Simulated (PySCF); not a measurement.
Vertical excitations of a molecule H2O2S2W, multiplicity 1 from PySCF with TDA-PBE/def2-SVPD, as energy in eV (oscillator strength): 3.76 (0.005), 4.16 (0.116), 4.40 (0.000), 4.40 (0.004), 4.47 (0.001), 4.69 (0.009), 4.73 (0.016), 4.86 (0.017), 5.21 (0.004), 5.35 (0.000). Lowest triplet (TDA): 3.19 eV. Geometry: B3LYP-D3(BJ)/def2-SVP. The spin state was assumed, not searched. The def2 effective core potentials stand for the cores of W; spin–orbit coupling is left out. One conformer was computed; it need not be the lowest.

Task: Pick the molecule that these values belong to.
(A) [O]=[W](=[O])([SH])[SH]
(B) [OH][W]([OH])(=[S])=[S]
(C) [O]=[W]([OH])(=[S])[SH]

Result: A, [O]=[W](=[O])([SH])[SH]
